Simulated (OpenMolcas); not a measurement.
**Cd I: effect of the IPEA shift**

```json
{
 "Program": "OpenMolcas 26.06",
 "Basis": "ANO-RCC-VTZP [7s6p4d2f1g]",
 "Scalar Hamiltonian": "DKH2, point nucleus",
 "Active space": "2 electrons in 9 orbitals (RAS2 5s 5p; RAS3 5d, at most 2 electrons)",
 "State averaging": "2S+1 = 3 even, 3 roots; 2S+1 = 1 even, 6 roots; 2S+1 = 3 odd, 3 roots; 2S+1 = 1 odd, 3 roots",
 "Spin-orbit coupling": "RASSI with atomic mean-field integrals over the reference wave functions, term energies averaged over their components"
}
```

Methods on the same reference wave functions:
A. RASSCF
B. SS-RASPT2, IPEA 0 Eh, imaginary shift 0.1 Eh (closed shells correlated: 4d)
C. SS-RASPT2, IPEA 0.25 Eh, imaginary shift 0.1 Eh (closed shells correlated: 4d)

Energies in eV above 5s² ¹S₀, the measured ground level; measured values from NIST Handbook of Basic Atomic Spectroscopic Data.

| Level | A | B | C | Measured |
| --- | --- | --- | --- | --- |
| 5s² ¹S₀ | 0.0000 | 0.0000 | 0.0000 | 0.0000 |
| 5s 5p ³P°₀ | 2.9813 | 3.495 | 3.493 | 3.7337 |
| 5s 5p ³P°₁ | 3.0389 | 3.552 | 3.550 | 3.8009 |
| 5s 5p ³P°₂ | 3.1595 | 3.673 | 3.671 | 3.9460 |
| 5s 5p ¹P°₁ | 5.3008 | 5.374 | 5.388 | 5.4172 |

Deviations, from unrounded energies. A percentage is the sum of absolute deviations over the sum of measured energies, with the sign that they share, or ± where signs differ.

```tsv
Against measurement	Levels	A	B	C
mean absolute deviation (cm-1)	4	4900	1600	1600
other configurations (%)	4	-14.3	-4.8	-4.7
```

B, C lie about equally close to measurement and A furthest from it. The largest miss of C in the table is 5s 5p ³P°₂, by -2200 cm-1. The ranking rests on the paired levels alone, and a cruder setting can come out closer through cancelling errors.

Between B and C the level of the table that moves most is 5s 5p ¹P°₁, by 110 cm-1 (lowest in B, highest in C).

The lowest spin-free term lies below A's lowest term by 0.350 hartree in B, 0.348 hartree in C.

Active for correlation alone: 5d; no level in the range computed is led by a configuration that fills it, so any true level of that kind is missing. Without dynamic correlation excited terms often stand tens of per cent too high (terms of higher spin than the ground term too low), and those without a measured partner can miss by more than the paired ones (holds for A). Measured partners are found by configuration, term and J. A level has none where our copy of the source lacks it or the pairing is in doubt (some pairs that miss far off the trend of their configuration count as doubtful), and it then counts in no deviation. Levels of configurations outside the active space are missing. Levels that lie high or do not pair safely by name in every column are left out.

° marks odd parity.
